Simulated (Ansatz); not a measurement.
Ideal-gas functions of CH₄ClGe (`[CH3][GeH][Cl]`) radical at 400 K and 1 bar, from an Ansatz frequency run at PBE0-D4/def2-TZVP.

Molar mass 124.11 g/mol, point group C1 (symmetry number 1), electronic degeneracy 2, moments of inertia 43.682, 150.862, 188.158 u Å². Harmonic wavenumbers (cm⁻¹, unscaled): 117, 159, 409, 514, 589, 642, 784, 848, 1240, 1437, 1446, 2060, 3059, 3154, 3172.

Use S(trans) = R[1.5 ln M + 2.5 ln T − 1.1517]; rotational temperatures θ = 24.2544 K / I; S(rot) = R[ln(√π/σ · √(T³/θAθBθC)) + 1.5]; for each mode x = 1.438777 ν̃/T, S = R[x/(eˣ − 1) − ln(1 − e⁻ˣ)] and H = RT x/(eˣ − 1); 1 cm⁻¹ = 0.0119627 kJ/mol; R = 8.31446 J/(mol·K).

Problem. By hand: the entropy, in J/(mol·K).

Solution. Translation 175.1. Rotation: θ = 0.5552, 0.1608, 0.1289 K, giving 110.5. Vibration, mode by mode: 15.57, 13.07, 5.82, 4.30, 3.47, 2.99, 2.00, 1.66, 0.53, 0.29, 0.29, 0.04, 0.00, 0.00, 0.00, in all 50.0. Electronic 5.8. Sum 341.4 J/(mol·K).

Problem. By hand: H − E and G − E in kJ/mol, counted from the electronic energy.

Solution. Zero-point energy ½ × 19630 × 0.0119627 = 117.4; thermal vibration 11.0; translation, rotation and pV give 4 RT = 13.3. H − E = 141.7 kJ/mol, and G − E = 141.7 − 400 × 341.4/1000 = 5.1 kJ/mol.

Vibration gives 15 % of the entropy, 15.6 J/(mol·K) of it from the mode under 150 cm⁻¹: soft modes count most, and the harmonic formula is weakest for them. The sum counts one conformer and one mirror image; others add a mixing term.
